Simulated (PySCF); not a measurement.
ClFH₄OSi₂.
Bonds: F1–Si2, Si2–O3, O3–Si4, Si4–Cl5. Hydrogens: H6, H7 on Si2; H8, H9 on Si4.

The calculation used MP2 and CCSD/aug-cc-pVDZ in PySCF, restricted Hartree–Fock reference, 17 core orbitals frozen, non-relativistic, gas phase, PBE0-D3(BJ)/def2-SVP geometry.

E(HF) = -1214.22531 Eh.

How large is the problem?

163 basis functions and 66 electrons; 17 orbitals frozen, which leaves o = 16 correlated occupied and v = 130 virtual orbitals. That is o·v = 2080 singles and o·v(o·v + 1)/2 = 2164240 distinct closed-shell doubles amplitudes before symmetry; the costliest CCSD step grows as o²v⁴ = 7.3 × 10^10.

What are the MP2 and CCSD correlation energies?

MP2 -0.7491 Eh and CCSD -0.7937 Eh, which gives totals of -1214.97445 and -1215.01899 Eh. That is 0.675 eV for each correlated electron at CCSD (2084 kJ/mol in all, 0.065 % of the total energy); MP2 gives 94.4 % of the CCSD value.

What is the T1 diagnostic?

0.0126, below the customary warning level of 0.02. It is the norm of the spatial-orbital singles amplitudes over the root of the number of correlated electrons, so the norm is 0.071.

How does correlation change the dipole moment?

HF gives 1.15 D and CCSD (unrelaxed density) 1.03 D, a change of -0.12 D.

Connected triples and the basis-set limit are missing.

Shape of the structure used: `[F:1][SiH2:2][O:3][SiH2:4][Cl:5]`: F1–Si2–O3–Si4 69°, Si2–O3–Si4–Cl5 55°.

One conformer stands for the species.
